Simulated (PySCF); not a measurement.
F3H3Si2. Atoms are numbered in the order given.

```xyz
8

Si     1.3839    -0.1047    -0.2639
F      2.0924     0.5843     1.0365
Si    -0.8979    -0.2592     0.1846
F     -1.5679    -1.0650    -1.0552
F     -1.5379     1.2300     0.1953
H      1.6304     0.7433    -1.4599
H      1.9729    -1.4563    -0.4633
H     -1.2873    -0.9364     1.4440
```

The structure is a stationary point at ωB97X-D3(BJ)/def2-SVP. The values are those of a single conformer.

Calculation: PBE/pcSseg-1 in PySCF.

GIAO shieldings, no solvent; atoms listed in one row are averaged. δ = σ(ref) − σ: ²⁹Si against TMS (σ = 335.4 ppm); ¹⁹F against CFCl3 (σ = 133.6 ppm); ¹H against TMS (σ = 31.49 ppm), references at their B3LYP-D3(BJ)/def2-TZVP geometries, non-relativistic.

Estimate the chemical shifts. (The exact figures need the calculation; the answer reports its results.)


```csv
nucleus,atoms,count,δ (ppm)
²⁹Si,Si3,1,9.5
²⁹Si,Si1,1,-2.8
¹⁹F,F4,1,-177.3
¹⁹F,F5,1,-180.1
¹⁹F,F2,1,-296.7
¹H,H8,1,6.11
¹H,H6,1,5.87
¹H,H7,1,5.72
```
